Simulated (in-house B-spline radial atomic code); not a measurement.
What moves the levels of neutral tellurium ([Kr] 4d10 5s2 5p4)? Computed with a radial B-spline atomic code at the basis-set limit: Dirac-Hartree-Fock, average of the jj configuration, Fermi nucleus of rms radius 4.6847 fm.

Baseline run (computed): total energy -6793.7241 hartree, 1s1/2 at -1175.923 hartree, 5p3/2 at -9.2456 eV with <r> = 2.72 bohr.

Changing the nucleus:

| nucleus | ΔE (eV) |
| --- | --- |
| Fermi nucleus of rms radius 4.6956 fm, A = 118 | 0.0239 |
| Fermi nucleus of rms radius 4.7038 fm, A = 120 | 0.0418 |
| Fermi nucleus of rms radius 4.7095 fm, A = 122 | 0.0544 |
| Fermi nucleus of rms radius 4.7117 fm, A = 123 | 0.0592 |
| Fermi nucleus of rms radius 4.7183 fm, A = 124 | 0.0737 |
| Fermi nucleus of rms radius 4.7204 fm, A = 125 | 0.0783 |
| Fermi nucleus of rms radius 4.7266 fm, A = 126 | 0.092 |
| Fermi nucleus of rms radius 4.7346 fm, A = 128 | 0.11 |
| Fermi nucleus of rms radius 4.7423 fm, A = 130 | 0.127 |
| Fermi nucleus of rms radius 4.75 fm, A = 132 | 0.144 |
| Fermi nucleus of rms radius 4.7569 fm, A = 134 | 0.159 |
| Fermi nucleus of rms radius 4.7815 fm, A = 136 | 0.214 |

A larger nucleus binds the electrons less, roughly as the density at the nucleus times the change of the nuclear <r²>. The reference is A = 116.
